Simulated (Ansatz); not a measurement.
A structure drawn as `BC(C)=C=C`, with this starting geometry:

Cartesian coordinates in Å:
```
B -0.3918 1.6167 -0.5866
C -0.0484 0.2871 0.0890
C 0.2508 0.2609 1.5366
C 0.0666 -0.7638 -0.6179
C 0.0656 -1.9124 -1.3321
H -0.5123 2.6462 0.0109
H -0.6899 1.6683 -1.7578
H -0.5737 0.6581 2.1249
H 0.5388 -0.7205 1.9381
H 1.1346 0.9601 1.7733
H -0.1900 -1.8840 -2.3510
H 0.3497 -2.8167 -0.8275
```

The species carries charge 0 and has multiplicity 1.

(1) Does it keep its bonds when Ansatz relaxes it at PBE-D4/def2-SVP and then PBE0-D4/def2-TZVP?

(2) Give the relaxed structure. (An estimate is asked.)

Atoms count as bonded under 1.1 times the sum of their covalent radii (H–H under 0.85 Å, pairs among N, O and F under 1.55 Å), and a drawn bond as lost past 1.3 times.

Answers

(1) Yes, every drawn bond is still there and no new one forms.

(2) The calculation gave: 
```xyz
12

B     0.2900    1.7193   -0.1964
C    -0.1915    0.2685   -0.0687
C    -1.6321   -0.1397   -0.2573
C     0.7431   -0.6137    0.2153
C     1.6830   -1.4623    0.4947
H    -0.4908    2.5890   -0.4649
H     1.4432    1.9823   -0.0303
H    -1.9881    0.1686   -1.2434
H    -1.7706   -1.2171   -0.1602
H    -2.2663    0.3586    0.4802
H     2.2462   -1.9532   -0.2921
H     1.9342   -1.7004    1.5230
```
No frequency check was run.
